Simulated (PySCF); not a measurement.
AsO⁺: frontier orbitals

r²SCAN at R = 1.560 Å; basis As def2-TZVPPD, O def2-TZVPPD; no relativity; PySCF 2.14. State: ¹Σ⁺ (singlet), closed shell. Only the outer orbitals are listed, counted within each symmetry.

```json
{"orbital": "8σ", "occ.": "2", "ε (eV)": "-34.49", "on As (%)": "22", "main shells (%)": "73 O s, 13 As s"}
{"orbital": "9σ", "occ.": "2", "ε (eV)": "-22.58", "on As (%)": "73", "main shells (%)": "71 As s, 14 O s, 13 O p"}
{"orbital": "4π", "occ.": "2", "ε (eV)": "-17.50", "on As (%)": "27", "main shells (%)": "72 O p, 24 As p"}
{"orbital": "4π", "occ.": "2", "ε (eV)": "-17.50", "on As (%)": "27", "main shells (%)": "72 O p, 24 As p"}
{"orbital": "10σ", "occ.": "2", "ε (eV)": "-17.34", "on As (%)": "40", "main shells (%)": "54 O p, 28 As p, 11 As s"}
{"orbital": "5π", "occ.": "0", "ε (eV)": "-11.89", "on As (%)": "78", "main shells (%)": "75 As p, 22 O p"}
{"orbital": "5π", "occ.": "0", "ε (eV)": "-11.89", "on As (%)": "78", "main shells (%)": "75 As p, 22 O p"}
{"orbital": "11σ", "occ.": "0", "ε (eV)": "-6.75", "on As (%)": "79", "main shells (%)": "50 As p, 24 As d, 11 O p"}
```

Problem. Which are the highest filled and the lowest empty level, where do they sit, and how wide is the gap?

Solution. Highest filled 10σ at -17.34 eV (in %: 54 O p, 28 As p, 11 As s); lowest empty 5π at -11.89 eV (in %: 75 As p, 22 O p); the gap at r²SCAN is 5.45 eV.

| Item | Value |
| --- | --- |
| bond order (Mayer) | 2.39 |
| ⟨S²⟩ | 0.000 |
| charge on As (Mulliken, basis-dependent) | 1.23 |
| charge on As (Löwdin, basis-dependent) | 1.47 |
| dipole moment (positive dipole points towards O; it is taken about the centre of mass and depends on that origin) | -2.56 D |
